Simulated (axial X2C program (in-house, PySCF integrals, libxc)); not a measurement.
## AlI at several levels of theory

Calculated with an axial X2C code built on PySCF integrals. Spin-free means the one-electron spin-free X2C Hamiltonian; two-component (2c) means X2C with spin–orbit coupling and atomic mean-field two-electron Coulomb and Gaunt terms, so the difference of the two also holds small scalar two-electron terms. Basis: I dyall-cv3z [11s12p8d4f1g], Al dyall-v3z [8s8p2d1f] (cores contracted in-house); Gaussian nuclei, density fitting, unrestricted open shells. Masses: I 126.904 u, Al 26.982 u.

State, spin-free: M_S = 0, Λ = 0 (closed shell); electrons by block: σα: 15, σβ: 15, π+α: 7, π+β: 7, π-α: 7, π-β: 7, δ+α: 2, δ+β: 2, δ-α: 2, δ-β: 2. Fragments: I + Al.

State, 2c: Ω = 0 (closed shell); electrons by block: 1/2: 22, -1/2: 22, 3/2: 9, -3/2: 9, 5/2: 2, -5/2: 2. Fragments: I + Al.

| Hamiltonian | level | Re (Å) | ωe (cm⁻¹) | ωexe (cm⁻¹) | αe (cm⁻¹) | De (eV) | μ (D) |
| --- | --- | --- | --- | --- | --- | --- | --- |
| spin-free | PBE0 | 2.558 | 311.4 | 0.921 | 0.000535 | 3.90 | 1.83 |
| spin-free | HF | 2.583 | 302.5 | 0.984 | 0.000555 | 2.84 | 2.24 |
| spin-free | MP2 | 2.555 | 318.5 | 0.975 | 0.000537 | 3.92 | n/a |
| spin-free | CCSD | 2.558 | 316.7 | 0.992 | 0.000542 | 3.67 | n/a |
| spin-free | CCSD(T) | 2.558 | 317.4 | 0.984 | 0.000539 | 3.79 | n/a |
| spin-free | TPSS | 2.571 | 304.8 | 0.918 | 0.000539 | 3.92 | 1.66 |
| spin-free | BLYP | 2.606 | 287.5 | 0.943 | 0.000552 | 3.78 | 2.09 |
| spin-free | TPSSh | 2.564 | 308.4 | 0.919 | 0.000538 | 3.89 | 1.70 |
| 2c | PBE0 | 2.561 | 309.7 | 0.925 | 0.000537 | 3.64 | 1.81 |
| 2c | HF | 2.586 | 301.2 | 0.981 | 0.000555 | 2.54 | 2.22 |
| 2c | MP2 | 2.558 | 317.2 | 0.975 | 0.000538 | 3.63 | n/a |
| 2c | CCSD | 2.561 | 315.3 | 0.992 | 0.000543 | 3.38 | n/a |
| 2c | CCSD(T) | 2.560 | 316.1 | 0.986 | 0.00054 | 3.50 | n/a |
| 2c | TPSS | 2.574 | 303.1 | 0.925 | 0.000542 | 3.69 | 1.64 |
| 2c | BLYP | 2.610 | 285.3 | 0.953 | 0.000556 | 3.48 | 2.06 |
| 2c | TPSSh | 2.567 | 306.7 | 0.924 | 0.00054 | 3.66 | 1.68 |

Correlated methods: 10 electrons correlated (number of frozen shells: I 4 s, 3 p, 2 d; Al 2 s, 1 p), 218 virtual spin orbitals or spinors in MP2, 120 natural virtuals in coupled cluster.

Dipoles are positive if Al is the positive end.

Occupations by symmetry block were frozen at the best pattern of an incomplete PBE0 search. Closed shells are restricted here (equal orbitals for both partners); the stretched side of such a curve lies too high. De is counted from the lowest determinant-based energies of the atoms at the same level, without counterpoise correction. Coupled cluster ran in a truncated set of natural virtual spinors; the MP2 energy of the rest was added. (T) has no such correction and the atoms are truncated less, which lowers De at CCSD(T) by a hundredth of an eV or more. In 2c an atomic determinant is not the ground J level, so De misses part of the atomic spin–orbit lowering. This holds for PBE0, TPSS, BLYP, TPSSh. The functionals have no current-density term, which raises determinants with orbital currents, atoms included.

Rough cost a point (2c) on 2 thread(s) of a shared host, integrals apart: PBE0 0.26 s, HF 0.16 s, CCSD(T) 10 s, TPSS 0.4 s, BLYP 0.18 s, TPSSh 0.5 s.

The whole task took 2.9 min on 2 threads of Arm Neoverse V1, with other jobs on the host.
